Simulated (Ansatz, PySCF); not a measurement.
Gas-phase reaction 4 R1 + R2 → 3 P1 + P2 + P3, each structure at its B3LYP-D3(BJ)/def2-TZVP stationary point, reached from a drawn start (curvature not checked).
P1: CH4 (SMILES C), charge 0, multiplicity 1.
R1, H2 (SMILES [H][H]) (charge 0, multiplicity 1, Z-matrix in Å and degrees):
```
H
H 1 0.7440
```
P2: HCl (SMILES Cl), charge 0, multiplicity 1.
P3, SiH4 (SMILES [SiH4]) (charge 0, multiplicity 1):
```xyz
5

Si     0.0000     0.0000     0.0000
H      0.8547     0.8547     0.8547
H     -0.8547    -0.8547     0.8547
H     -0.8547     0.8547    -0.8547
H      0.8547    -0.8547    -0.8547
```
R2: C3H9ClSi (SMILES C[Si](C)(C)Cl), charge 0, multiplicity 1.

P less R. No zero-point or thermal terms.

Codes used: Ansatz (a program for electronic structure) with Gaussian orbitals; PySCF for M06-2X and the D3/D4 terms. No computed number here is a measurement.

Problem. One of these levels gives 5.13 kcal/mol for the reaction energy. Name it.
A. M06-2X/def2-TZVPP
B. r2SCAN-D4/def2-TZVPP
C. revPBE-D4/def2-TZVPP
D. PBE-D3(BJ)/def2-TZVPP

Solution. D, PBE-D3(BJ)/def2-TZVPP. The others give 9.25 (revPBE-D4/def2-TZVPP), 6.57 (r2SCAN-D4/def2-TZVPP), 7.83 (M06-2X/def2-TZVPP)
